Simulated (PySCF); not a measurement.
PySCF job for CCl₂F, SMILES F[C](Cl)Cl (connectivity only; charge and spin as stated), charge +1, multiplicity 1, TDA-CAM-B3LYP/def2-SVPD. Coordinates come from a B3LYP-D3(BJ)/def2-SVP optimisation. The multiplicity is an assumed one; other spin states were not compared. The isomer is the one that the SMILES or the coordinates give; other isomers of the formula were not compared.

```python
import numpy as np
from pyscf import gto, scf, dft, tdscf

mol = gto.M(
    atom='''
    F     0.00000000   -0.00000000    1.56830062
    C     0.00000000    0.00000000    0.30297096
    Cl    0.00000000    1.45174462   -0.46860386
    Cl    0.00000000   -1.45174461   -0.46860386
    ''',
    basis='def2-SVPD',
    charge=1,
    spin=0,
    symmetry=True,
    max_memory=1600,
    verbose=4,
)
mf = dft.RKS(mol, xc='cam-b3lyp').density_fit(auxbasis='def2-universal-jkfit')
mf.grids.level = 3
mf.conv_tol = 1e-9
mf.max_cycle = 100
mf.kernel()
mf.grids = dft.Grids(mol).set(level=1).build(with_non0tab=True)  # coarser grid for the response kernel
td = tdscf.TDA(mf)
td.singlet = True
td.nstates = 10
td.conv_tol = 1e-4
td.positive_eig_threshold = 1e-6
td.kernel(x0=td.get_init_guess(mf, 15))
td.analyze()
tt = tdscf.TDA(mf)
tt.singlet = False
tt.nstates = 4
tt.conv_tol = 1e-4
tt.positive_eig_threshold = 1e-6
tt.kernel(x0=tt.get_init_guess(mf, 9))
tt.analyze(verbose=3)
```

Output:

```
PySCF version 2.14.0

[INPUT] verbose = 4
[INPUT] num. atoms = 4
[INPUT] num. electrons = 48
[INPUT] charge = 1
[INPUT] spin (= nelec alpha-beta = 2S) = 0
[INPUT] symmetry True subgroup None
[INPUT] Mole.unit = angstrom
[INPUT] Symbol           X                Y                Z      unit          X                Y                Z       unit  Magmom
[INPUT]  1 F      0.000000000000   0.000000000000   1.568300620000 AA    0.000000000000   0.000000000000   2.963658652786 Bohr   0.0
[INPUT]  2 C      0.000000000000   0.000000000000   0.302970960000 AA    0.000000000000   0.000000000000   0.572532138097 Bohr   0.0
[INPUT]  3 Cl     0.000000000000   1.451744620000  -0.468603860000 AA    0.000000000000   2.743399734611  -0.885532956314 Bohr   0.0
[INPUT]  4 Cl     0.000000000000  -1.451744610000  -0.468603860000 AA    0.000000000000  -2.743399715714  -0.885532956314 Bohr   0.0

nuclear repulsion = 205.655240145411
point group symmetry = C2v
symmetry origin: [0.00000000e+00 6.55619261e-09 3.85658402e-09]
symmetry axis x: [-1. -0. -0.]
symmetry axis y: [ 0.00000000e+00  1.00000000e+00 -1.91938657e-09]
symmetry axis z: [0.00000000e+00 1.91938657e-09 1.00000000e+00]
num. orbitals of irrep A1 = 40
num. orbitals of irrep A2 = 12
num. orbitals of irrep B1 = 17
num. orbitals of irrep B2 = 28
number of shells = 39
number of NR pGTOs = 153
number of NR cGTOs = 97
basis = def2-SVPD
ecp = {}


[settings echo left out]
init E= -1058.66950644781
HOMO (B2) = -0.38440117291537  LUMO (B1) = -0.085123419438724  gap/eV = 8.14376
cycle= 1 E= -1057.36514494084  delta_E=  1.3  |g|= 0.888  |ddm|= 2.43
HOMO (B2) = -0.701298809313034  LUMO (B1) = -0.511027448723079  gap/eV = 5.17755
cycle= 2 E= -1057.1588162935  delta_E= 0.206  |g|= 1.41  |ddm|= 2.04
HOMO (B2) = -0.681417262325274  LUMO (B1) = -0.364468643992163  gap/eV = 8.62461
cycle= 3 E= -1057.57350006819  delta_E= -0.415  |g|= 0.0704  |ddm|= 1.28
HOMO (B2) = -0.655737378569749  LUMO (B1) = -0.338073795119619  gap/eV = 8.64407
cycle= 4 E= -1057.57449922437  delta_E= -0.000999  |g|= 0.0245  |ddm|= 0.131
HOMO (B2) = -0.659248506785294  LUMO (B1) = -0.335746981966695  gap/eV = 8.80292
cycle= 5 E= -1057.57462212319  delta_E= -0.000123  |g|= 0.0109  |ddm|= 0.0421
HOMO (B2) = -0.659013992861649  LUMO (B1) = -0.336222852216371  gap/eV = 8.78359
cycle= 6 E= -1057.57464182843  delta_E= -1.97e-05  |g|= 0.00191  |ddm|= 0.00824
HOMO (B2) = -0.658994387113977  LUMO (B1) = -0.336128247796188  gap/eV = 8.78564
cycle= 7 E= -1057.57464279227  delta_E= -9.64e-07  |g|= 0.000305  |ddm|= 0.00347
HOMO (B2) = -0.659021415521481  LUMO (B1) = -0.336168169850632  gap/eV = 8.78528
cycle= 8 E= -1057.57464282538  delta_E= -3.31e-08  |g|= 5.77e-05  |ddm|= 0.000672
HOMO (B2) = -0.659024199976117  LUMO (B1) = -0.336168779670084  gap/eV = 8.78534
cycle= 9 E= -1057.57464282672  delta_E= -1.34e-09  |g|= 1.6e-05  |ddm|= 0.000122
HOMO (B2) = -0.659024506826203  LUMO (B1) = -0.336166528487275  gap/eV = 8.78541
cycle= 10 E= -1057.57464282681  delta_E= -8.62e-11  |g|= 2.4e-06  |ddm|= 3.78e-05
HOMO (B2) = -0.659024873218892  LUMO (B1) = -0.336166686295105  gap/eV = 8.78542
Extra cycle  E= -1057.57464282682  delta_E= -7.5e-12  |g|= 1.23e-06  |ddm|= 4.96e-06
converged SCF energy = -1057.57464282682
tot grids = 23112
Overwritten attributes  positive_eig_threshold  of <class 'pyscf.tdscf.rks.TDA'>


******** <class 'pyscf.tdscf.rks.TDA'> for <class 'pyscf.df.df_jk.DFSymAdaptedRKS'> ********
nstates = 10 singlet
deg_eia_thresh = 1.000e-03
wfnsym = None
conv_tol = 0.0001
eigh lindep = 1e-12
eigh level_shift = 0
eigh max_cycle = 100


Excitation energies (eV)
[ 4.4872322   5.59108154  6.23292828  7.23087336  7.67258902  8.27305459
  8.50263043  9.29003879  9.90702579 10.57879143]

** Singlet excitation energies and oscillator strengths **
Excited State   1:   A2      4.48723 eV    276.30 nm  f=0.0000
      24 -> 25       -0.70627
Excited State   2:   B1      5.59108 eV    221.75 nm  f=0.0004
      22 -> 25        0.70605
Excited State   3:   B2      6.23293 eV    198.92 nm  f=0.2579
      20 -> 26       -0.11526
      23 -> 25        0.67552
      24 -> 26        0.10072
Excited State   4:   A2      7.23087 eV    171.47 nm  f=0.0000
      20 -> 25       -0.70252
Excited State   5:   A1      7.67259 eV    161.59 nm  f=0.0841
      20 -> 28        0.11620
      21 -> 25       -0.67126
Excited State   6:   B2      8.27305 eV    149.87 nm  f=0.0346
      22 -> 28       -0.13795
      24 -> 26       -0.67919
Excited State   7:   A2      8.50263 eV    145.82 nm  f=0.0000
      23 -> 26        0.69402
Excited State   8:   A1      9.29004 eV    133.46 nm  f=0.0000
      22 -> 26        0.63698
      24 -> 28        0.27086
Excited State   9:   B1      9.90703 eV    125.15 nm  f=0.0001
      21 -> 26       -0.61751
      23 -> 28       -0.32364
Excited State  10:   B2     10.57879 eV    117.20 nm  f=0.0026
      24 -> 27        0.68870

** Transition electric dipole moments (AU) **
state          X           Y           Z        Dip. S.      Osc.
  1        -0.0000     -0.0000      0.0000      0.0000      0.0000
  2         0.0511     -0.0000     -0.0000      0.0026      0.0004
  3         0.0000     -1.2996     -0.0000      1.6889      0.2579
  4         0.0000     -0.0000      0.0000      0.0000      0.0000
  5        -0.0000      0.0000     -0.6689      0.4474      0.0841
  6        -0.0000     -0.4133      0.0000      0.1708      0.0346
  7         0.0000     -0.0000      0.0000      0.0000      0.0000
  8        -0.0000     -0.0000      0.0008      0.0000      0.0000
  9         0.0220     -0.0000     -0.0000      0.0005      0.0001
 10        -0.0000      0.1007      0.0000      0.0101      0.0026

** Transition velocity dipole moments (imaginary part, AU) **
state          X           Y           Z        Dip. S.      Osc.
  1         0.0000     -0.0000      0.0000      0.0000      0.0000
  2        -0.0106     -0.0000     -0.0000      0.0001      0.0004
  3         0.0000     -0.0318     -0.0000      0.0010      0.0029
  4         0.0000      0.0000      0.0000      0.0000      0.0000
  5        -0.0000     -0.0000      0.0128      0.0002      0.0004
  6        -0.0000     -0.0936     -0.0000      0.0088      0.0192
  7         0.0000     -0.0000      0.0000      0.0000      0.0000
  8        -0.0000      0.0000      0.0932      0.0087      0.0169
  9        -0.0612      0.0000     -0.0000      0.0037      0.0068
 10        -0.0000      0.0522     -0.0000      0.0027      0.0047

** Transition magnetic dipole moments (imaginary part, AU) **
state          X           Y           Z
  1        -0.0000     -0.0000      0.4124
  2         0.0000      0.7533     -0.0000
  3        -0.0512      0.0000      0.0000
  4         0.0000      0.0000     -1.2369
  5        -0.0000      0.0000     -0.0000
  6        -0.7978     -0.0000      0.0000
  7         0.0000      0.0000     -0.2315
  8        -0.0000      0.0000      0.0000
  9        -0.0000      0.0887     -0.0000
 10        -1.0491      0.0000     -0.0000


******** <class 'pyscf.tdscf.rks.TDA'> for <class 'pyscf.df.df_jk.DFSymAdaptedRKS'> ********
nstates = 4 triplet
deg_eia_thresh = 1.000e-03
wfnsym = None
conv_tol = 0.0001
eigh lindep = 1e-12
eigh level_shift = 0
eigh max_cycle = 100


Excitation energies (eV)
[4.21903339 4.37580765 5.33080376 5.48383572]

** Triplet excitation energies and oscillator strengths **
Excited State   1:   A2      4.21903 eV    293.87 nm  f=0.0000
Excited State   2:   B2      4.37581 eV    283.34 nm  f=0.0000
Excited State   3:   B1      5.33080 eV    232.58 nm  f=0.0000
Excited State   4:   A1      5.48384 eV    226.09 nm  f=0.0000
```

The calculation finished and met its thresholds.

Cost: roughly 40 core-seconds.
